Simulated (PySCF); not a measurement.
UHF on Ti⁺ (titanium, charge +1)

Configuration: [Ar] 3d1 4s2, 2D determinant (an excited configuration). All numbers are calculated (PySCF 2.14, the spin-free X2C one-electron Hamiltonian (Gaussian nucleus), in aug-cc-pwCVTZ-DK (10s9p7d4f3g, 127 functions)).

```
Total energy                                                  : -852.404392 hartree
One-electron energy                                           : -1158.1037 hartree
Hartree (Coulomb) energy                                      : 346.6847 hartree
Exchange energy                                               : -40.9854 hartree
⟨S²⟩                                                          : 0.7530
⟨L²⟩                                                          : 6.038
Sum of ⟨r⟩                                                    : 18.43 bohr
Sum of ⟨r²⟩                                                   : 35.15 bohr²
Traceless quadrupole moment −½Σ⟨3z² − r²⟩ along its main axis : 0.552 e·bohr²
Langevin diamagnetic susceptibility                           : -27.8 ×10⁻⁶ cm³/mol
```

```
shell  electrons  mean orbital energy (hartree)  spread (hartree)  rms radius, mean of both spins (bohr)
 1s β          1                     -184.90328                 0                                 0.0804
 1s α          1                     -184.90295                 0                                 0.0804
 2s α          1                      -22.20191                 0                                  0.350
 2s β          1                      -22.18229                 0                                  0.350
 2p α          3                      -18.36416           0.00028                                  0.320
 2p β          3                      -18.34465           0.02449                                  0.320
 3s α          1                       -3.44121                 0                                   1.06
 3s β          1                       -3.37078                 0                                   1.06
 3p α          3                       -2.31915           0.05023                                   1.16
 3p β          3                       -2.23234           0.07062                                   1.16
 3d α          1                       -0.89329                 0                                   1.46
 4s α          1                       -0.51931                 0                                   3.31
 4s β          1                       -0.50887                 0                                   3.31
```

Densities and radii are taken from the X2C orbitals without a picture-change correction, which distorts them close to the nucleus.

Spin-orbit constants ζ (cm⁻¹) from the X2C one-electron operator on these orbitals: bare nucleus, nucleus screened by l(l+1)(2l+1)/3 electrons, and screened by the Breit-Pauli mean field of the electrons.

```csv
shell,bare,screened nucleus,mean field
2p,33320,30290,n/a
3p,3733,3394,n/a
3d,305.9,166.9,n/a
```

To first order the Landé constant is A = 166.9 cm⁻¹, so the lowest level has J = 3/2 and lies 0.0310 eV below the centre of the term.
